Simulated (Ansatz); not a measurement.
Basis-set series for CH$_{6}$BNSi (`C=NB[SiH3]`). The species carries charge 0 and has multiplicity 1. All single points use the PBE0-D4/def2-TZVP geometry. It is one conformer, not always the lowest.

| atom | x (Å) | y (Å) | z (Å) |
| --- | --- | --- | --- |
| C1 | -0.7859 | 1.5448 | 1.3774 |
| N2 | -0.6100 | 0.4290 | 0.8574 |
| B3 | -0.3948 | -0.7606 | 0.2698 |
| Si4 | 0.8722 | -0.8667 | -1.2959 |
| H5 | -1.5766 | 2.2138 | 1.0298 |
| H6 | -0.1570 | 1.8922 | 2.2004 |
| H7 | -0.9666 | -1.7223 | 0.6996 |
| H8 | 0.1701 | -1.3913 | -2.5019 |
| H9 | 1.9953 | -1.8004 | -0.9969 |
| H10 | 1.4533 | 0.4614 | -1.6396 |

```
functional       basis  functions  energy (Eh)  HOMO (eV)  LUMO (eV)
   PBE0-D4    def2-SVP         90   -410.34625      -7.69      -0.93
   PBE0-D4  def2-TZVPP        219   -410.57781      -7.70      -1.06
   ωB97M-V    def2-SVP         90   -410.52165      -9.71       1.30
   ωB97M-V  def2-TZVPP        219   -410.76134      -9.76       1.05
```

(1) Give the rows for def2-QZVPP. (Estimate.)

Answers

(1) The calculation gave: 
| functional | basis | functions | energy (Eh) | HOMO (eV) | LUMO (eV) |
| --- | --- | --- | --- | --- | --- |
| PBE0-D4 | def2-QZVPP | 421 | -410.59445 | -7.71 | -1.11 |
| ωB97M-V | def2-QZVPP | 421 | -410.77684 | -9.76 | 0.91 |

Positive LUMOs are unbound and depend on the basis.

Program: Ansatz 0.2.0.
